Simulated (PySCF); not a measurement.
CH6O2Si2.

```xyz
11

O      2.0117     1.0186     0.0693
Si     0.6051     0.4484    -0.6015
O      0.4045    -1.2239    -0.4680
C     -0.8329    -1.4597     0.2427
Si    -1.3849     0.3569     0.5992
H      2.1685     0.8118     0.9965
H      0.6679     0.9240    -2.0039
H     -1.5323    -2.0239    -0.3974
H     -0.6382    -2.0708     1.1407
H     -2.6824     0.7599    -0.0174
H     -1.3976     0.7257     2.0466
```

Geometry optimised at ωB97X-D3(BJ)/def2-SVP. The structure was generated by enumeration; whether it is a known compound was not checked. The values are those of a single conformer.

Method: PBE/pcSseg-1 in PySCF. Non-relativistic, no solvent.

Computed absolute GIAO shielding of each atom: isotropic value and principal components (ppm):
```
atom  σ(iso)    σ11    σ22    σ33   span
----  ------  -----  -----  -----  -----
O1     230.1  157.0  250.9  282.5  125.5
Si2    322.3  310.3  318.0  338.7   28.3
O3     178.9   52.1  187.2  297.3  245.2
C4     120.7   84.7   95.0  182.5   97.8
Si5    371.5  282.9  359.6  472.1  189.3
H6      28.7   22.4   25.4   38.2   15.9
H7      25.6   22.0   23.9   31.0    9.1
H8      26.7   23.5   25.3   31.3    7.8
H9      26.8   23.0   25.2   32.2    9.2
H10     26.3   23.6   24.7   30.5    6.8
H11     26.4   24.0   24.6   30.5    6.5
```
